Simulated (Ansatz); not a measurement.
Coupled-cluster diagnostics for cis-NiH2(PH3)2 (NiP₂H₈), Ansatz.

Geometry of the singlet (PBE0-D4/def2-SVP):

| atom | x (Å) | y (Å) | z (Å) |
| --- | --- | --- | --- |
| Ni1 | -0.010 | 0.731 | -0.378 |
| P2 | -0.799 | -1.045 | -1.230 |
| P3 | 0.806 | 0.418 | 1.555 |
| H4 | 0.348 | 2.146 | -0.294 |
| H5 | -0.393 | 1.470 | -1.580 |
| H6 | -0.824 | -2.344 | -0.634 |
| H7 | -0.272 | -1.471 | -2.481 |
| H8 | -2.165 | -1.042 | -1.627 |
| H9 | 0.283 | 1.191 | 2.630 |
| H10 | 2.170 | 0.763 | 1.763 |
| H11 | 0.856 | -0.816 | 2.275 |

Correlated methods freeze 15 core orbitals; core or outer-core shells of Ni are correlated, in sets that lack core-valence functions.

Task: Estimate the CCSD(T) correlation energy, the shares of MP2 and (T), T1 and the reference's ⟨S²⟩ for: charge 0, singlet, own geometry in def2-TZVP; and the rough time on 2 threads of Arm Neoverse V1 on a shared host.

Result: 
| state | basis | correlation (eV) | MP2 share (%) | (T) share (%) | T1 | ⟨S²⟩ (pure) | wall time | remarks |
| --- | --- | --- | --- | --- | --- | --- | --- | --- |
| charge 0, singlet, own geometry | def2-TZVP | -31.253 | 101.7 | 4.1 | 0.049 | 0.00 (0.00) | 92 s | restricted SCF unstable |
Customary marks for T1 are 0.02 (closed shells), 0.045 (open shells) and about 0.05 (3d metals). T1 exceeds 0.02 in 1 of 1 rows and 0.045 in 1; the higher it lies, the less the single-reference result can be trusted.
